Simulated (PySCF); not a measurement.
## Pd+ (palladium, charge +1) across methods

[Kr] 4d8 5p1, one real determinant (an excited configuration). Computed with PySCF 2.14 in ANO-RCC-VTZP, with the spin-free X2C one-electron Hamiltonian (Gaussian nucleus).

| method | E (hartree) | mean ε 4d α (eV) | mean ε 4d β (eV) | mean ε 5p α (eV) | Σ⟨r²⟩ (bohr²) | ⟨S²⟩ |
| --- | --- | --- | --- | --- | --- | --- |
| UHF | -5042.07702 | -26.749 | -24.911 | -10.018 | 43.20 | 3.754 |
| r2SCAN | -5044.51 | -20.083 | -18.662 | -8.330 | 43.12 | 3.752 |
| HSE06 | -5044.13 | -21.263 | -19.800 | -8.405 | 43.16 | 3.751 |
| LC-wPBE | -5044.09 | -24.460 | -23.072 | -10.773 | 43.10 | 3.751 |
| r2SCANh | -5044.50 | -20.846 | -19.394 | -8.552 | 43.09 | 3.752 |
| PBE0 | -5044.18 | -21.685 | -20.220 | -8.778 | 43.14 | 3.751 |
| LDA | -5039.12 | -19.880 | -18.484 | -8.337 | 43.33 | 3.750 |

Task: Estimate the same row for PBE.

Result: E (hartree) = -5044.11; mean ε 4d α (eV) = -19.680; mean ε 4d β (eV) = -18.320; mean ε 5p α (eV) = -8.197; Σ⟨r²⟩ (bohr²) = 43.28; ⟨S²⟩ = 3.751.

⟨L²⟩ = 14.06 against 20 for a pure G term, so this real determinant mixes terms.
